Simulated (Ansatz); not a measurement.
**Nudged elastic band run: Cl₂GaH₄NS**

The input (input.yaml):

```yaml
crystal:
  periodic: [false, false, false]
  atoms:
    - { symbol: Ga, position_ang: [-0.05823, 0.136401, 0.331463] }
    - { symbol: "N", position_ang: [-0.016798, -0.17812, 2.152857] }
    - { symbol: H, position_ang: [-0.717547, -0.840216, 2.483106] }
    - { symbol: H, position_ang: [0.891209, -0.460738, 2.519004] }
    - { symbol: Cl, position_ang: [1.802212, 0.228914, -0.782303] }
    - { symbol: Cl, position_ang: [-1.878778, -0.411118, -0.738213] }
    - { symbol: S, position_ang: [-0.604688, 2.716215, 0.573722] }
    - { symbol: H, position_ang: [-1.928775, 2.49955, 0.389834] }
    - { symbol: H, position_ang: [-0.669707, 2.45071, 1.901933] }
basis:
  gaussian: { orbitals: def2-SVP }
hamiltonian:
  xc: b3lyp
  dispersion: d4
neb:
  order_check: false
  images: 7
  f_tol: 0.03
  max_iterations: 60
  final_atoms:
    - { symbol: Ga, position_ang: [-0.22505457, 0.70390062, 0.1033751] }
    - { symbol: "N", position_ang: [-0.0741865, 0.16912591, 2.13397612] }
    - { symbol: H, position_ang: [-0.76088151, -0.55651819, 2.35425173] }
    - { symbol: H, position_ang: [0.86237496, -0.19598997, 2.32403158] }
    - { symbol: Cl, position_ang: [1.78981281, 0.10159952, -0.49580364] }
    - { symbol: Cl, position_ang: [-1.85866923, -0.64918087, -0.44660946] }
    - { symbol: S, position_ang: [-0.67034587, 2.89519591, 0.13345947] }
    - { symbol: H, position_ang: [-2.00115675, 2.69463919, -0.01079906] }
    - { symbol: H, position_ang: [-0.24299534, 0.97882588, 2.73552117] }
  initial_path:
    images:
      - { positions_ang: [[-0.05823, 0.136401, 0.331463], [-0.016798, -0.17812, 2.152857], [-0.717547, -0.840216, 2.483106], [0.891209, -0.460738, 2.519004], [1.802212, 0.228914, -0.782303], [-1.878778, -0.411118, -0.738213], [-0.604688, 2.716215, 0.573722], [-1.928775, 2.49955, 0.389834], [-0.669707, 2.45071, 1.901933]] }
      - { positions_ang: [[-0.04130969, 0.10835333, 0.24534686], [-0.01088572, -0.13898151, 2.1812771], [-0.75500115, -0.7087002, 2.55977246], [0.88837099, -0.28311881, 2.59002514], [1.83925443, 0.18928792, -0.86924886], [-1.89131467, -0.30259245, -0.83752568], [-0.64540419, 2.61705077, 0.64098397], [-1.96145551, 2.52000499, 0.3851149], [-0.6033565, 2.14029396, 1.93565711]] }
      - { positions_ang: [[-0.02438937, 0.08030565, 0.15923072], [-0.00497345, -0.09984301, 2.20969719], [-0.7924553, -0.57718439, 2.63643893], [0.88553299, -0.10549963, 2.66104628], [1.87629686, 0.14966183, -0.95619471], [-1.90385133, -0.1940669, -0.93683836], [-0.68612037, 2.51788655, 0.70824593], [-1.99413602, 2.54045999, 0.38039579], [-0.53700601, 1.82987792, 1.96938123]] }
      - { positions_ang: [[-0.00746906, 0.05225798, 0.07311458], [0.00093883, -0.06070452, 2.23811729], [-0.82990945, -0.44566859, 2.71310539], [0.88269498, 0.07211956, 2.73206741], [1.91333929, 0.11003575, -1.04314057], [-1.916388, -0.08554136, -1.03615104], [-0.72683656, 2.41872232, 0.7755079], [-2.02681653, 2.56091498, 0.37567669], [-0.47065551, 1.51946188, 2.00310534]] }
      - { positions_ang: [[0.00945126, 0.02421031, -0.01300156], [0.00685111, -0.02156603, 2.26653738], [-0.8673636, -0.31415278, 2.78977186], [0.87985698, 0.24973875, 2.80308855], [1.95038172, 0.07040966, -1.13008642], [-1.92892467, 0.02298419, -1.13546372], [-0.76755274, 2.31955809, 0.84276987], [-2.05949704, 2.58136998, 0.37095759], [-0.40430502, 1.20904584, 2.03682945]] }
      - { positions_ang: [[-0.0491752, 0.19413288, 0.01609261], [-0.01340829, 0.02610695, 2.23339707], [-0.84074308, -0.37474414, 2.68089182], [0.87548647, 0.13830657, 2.68332431], [1.91023949, 0.07820712, -0.97151573], [-1.91136081, -0.14505707, -0.96325015], [-0.74325102, 2.46346755, 0.66544227], [-2.04491197, 2.60968728, 0.27551842], [-0.3639776, 1.15149085, 2.21150238]] }
      - { positions_ang: [[-0.10780166, 0.36405546, 0.04518677], [-0.0336677, 0.07377994, 2.20025675], [-0.81412256, -0.43533549, 2.57201179], [0.87111597, 0.02687439, 2.56356007], [1.87009727, 0.08600459, -0.81294503], [-1.89379695, -0.31309834, -0.79103659], [-0.71894931, 2.607377, 0.48811467], [-2.03032689, 2.63800458, 0.18007926], [-0.32365018, 1.09393586, 2.38617531]] }
      - { positions_ang: [[-0.16642812, 0.53397804, 0.07428093], [-0.0539271, 0.12145292, 2.16711644], [-0.78750203, -0.49592684, 2.46313176], [0.86674547, -0.08455779, 2.44379582], [1.82995504, 0.09380205, -0.65437434], [-1.87623309, -0.48113961, -0.61882303], [-0.69464759, 2.75128646, 0.31078707], [-2.01574182, 2.66632189, 0.0846401], [-0.28332276, 1.03638087, 2.56084824]] }
      - { positions_ang: [[-0.22505457, 0.70390062, 0.1033751], [-0.0741865, 0.16912591, 2.13397612], [-0.76088151, -0.55651819, 2.35425173], [0.86237496, -0.19598997, 2.32403158], [1.78981281, 0.10159952, -0.49580364], [-1.85866923, -0.64918087, -0.44660946], [-0.67034587, 2.89519591, 0.13345947], [-2.00115675, 2.69463919, -0.01079906], [-0.24299534, 0.97882588, 2.73552117]] }
```

Launched with:

```bash
$ ansatz run input.yaml --threads 4 --pin off --max-ram 5120MiB --backend cpu --events-out ev --progress --plain --runs-dir out
```

Output, in part (warnings, iteration lines, the closing report on the highest movable image, with atoms numbered from 0):

```
NEB end point (image 0): max|allowed force component| = 1.219e-2 eV/Å (the criterion of neb.relax_end_points is 1.000e-2)
NEB end point (image 8): max|allowed force component| = 1.838e-2 eV/Å (the criterion of neb.relax_end_points is 1.000e-2)
NEB iter   1: max|band force component| = 3.407e0 eV/Å  barrier→ = 1.6789 eV  barrier← = 3.0328 eV  Δτ_max = 0.2000 Å  (244 SCF iters)
NEB iter   2: max|band force component| = 1.930e0 eV/Å  barrier→ = 0.6940 eV  barrier← = 2.0479 eV  Δτ_max = 0.2000 Å  (203 SCF iters)
NEB iter   3: max|band force component| = 4.309e0 eV/Å  barrier→ = 0.2590 eV  barrier← = 1.6129 eV  Δτ_max = 0.1010 Å  (208 SCF iters)
NEB iter   4: max|band force component| = 1.314e0 eV/Å  barrier→ = 0.0975 eV  barrier← = 1.4514 eV  Δτ_max = 0.2000 Å  (201 SCF iters)
NEB iter   5: max|band force component| = 5.896e-1 eV/Å  barrier→ = 0.0802 eV  barrier← = 1.4341 eV  Δτ_max = 0.1775 Å  (204 SCF iters)
NEB iter   6: max|band force component| = 4.157e-1 eV/Å  barrier→ = 0.1163 eV  barrier← = 1.4702 eV  CI = image 3  Δτ_max = 0.0966 Å  (203 SCF iters)
NEB iter   7: max|band force component| = 1.487e-1 eV/Å  barrier→ = 0.0903 eV  barrier← = 1.4442 eV  CI = image 3  Δτ_max = 0.0463 Å  (204 SCF iters)
NEB iter   8: max|band force component| = 1.288e-1 eV/Å  barrier→ = 0.0928 eV  barrier← = 1.4467 eV  CI = image 3  Δτ_max = 0.0389 Å  (204 SCF iters)
NEB iter   9: max|band force component| = 9.414e-2 eV/Å  barrier→ = 0.0938 eV  barrier← = 1.4477 eV  CI = image 3  Δτ_max = 0.0138 Å  (200 SCF iters)
NEB iter  10: max|band force component| = 5.565e-2 eV/Å  barrier→ = 0.0930 eV  barrier← = 1.4469 eV  CI = image 3  Δτ_max = 0.0088 Å  (181 SCF iters)
NEB iter  11: max|band force component| = 3.006e-2 eV/Å  barrier→ = 0.0929 eV  barrier← = 1.4467 eV  CI = image 3  Δτ_max = 0.0062 Å  (164 SCF iters)
NEB iter  12: max|band force component| = 1.025e-2 eV/Å  barrier→ = 0.0928 eV  barrier← = 1.4467 eV  CI = image 3  Δτ_max = 0.0000 Å  (350 SCF iters)
Total energy: -89801.71546434 eV, -3300.1521735257 hartree
Atom 0 at    -0.083633     0.262940     0.156662 Å, force    -0.004717     0.000269    -0.005509 eV/Å
Atom 1 at    -0.117065     0.096910     2.069584 Å, force    -0.005494     0.006625     0.007732 eV/Å
Atom 2 at    -0.836589    -0.523072     2.445780 Å, force     0.000942     0.001213    -0.000031 eV/Å
Atom 3 at     0.770985    -0.150103     2.510350 Å, force     0.001085    -0.001870    -0.002243 eV/Å
Atom 4 at     1.858982     0.149634    -0.787409 Å, force     0.000346     0.000386     0.001814 eV/Å
Atom 5 at    -1.841239    -0.518335    -0.846528 Å, force     0.003611     0.000110    -0.000023 eV/Å
Atom 6 at    -0.575597     2.661867     0.757464 Å, force    -0.002132     0.001457    -0.000165 eV/Å
Atom 7 at    -1.912798     2.475260     0.652402 Å, force    -0.000266    -0.000362     0.001261 eV/Å
Atom 8 at    -0.444149     1.686496     1.873098 Å, force     0.006626    -0.007829    -0.002836 eV/Å
Dipole moment:    -0.211070     0.130486     0.731022 e Å
```

It converged. A vibrational analysis at the climbing image gives one clearly imaginary mode, 464i cm⁻¹: a first-order saddle point. The orbitals stay closed-shell, which can raise the energy where a bond breaks towards radicals; this wasn't checked here.

Final band (atoms are numbered from 1 in the order of the input):

```tsv
image	path coordinate (Å)	energy (kJ/mol)	S7–H9 (Å)	N2–H9 (Å)
0	0.00	0.0	1.36	2.72
1	0.36	1.1	1.36	2.37
2	0.73	4.2	1.39	2.01
3	1.09	9.0	1.49	1.63
4	1.48	-36.0	1.85	1.22
5	1.88	-105.8	2.30	1.04
6	2.27	-123.3	2.72	1.03
7	2.66	-129.2	3.06	1.02
8	3.05	-130.6	3.26	1.02
```

The run took 4.1 min on 4 threads of Intel(R) Xeon(R) Platinum 8259CL CPU @ 2.50GHz (Skylake/Cascade Lake), with other jobs on the host, peak memory 0.4 GiB.
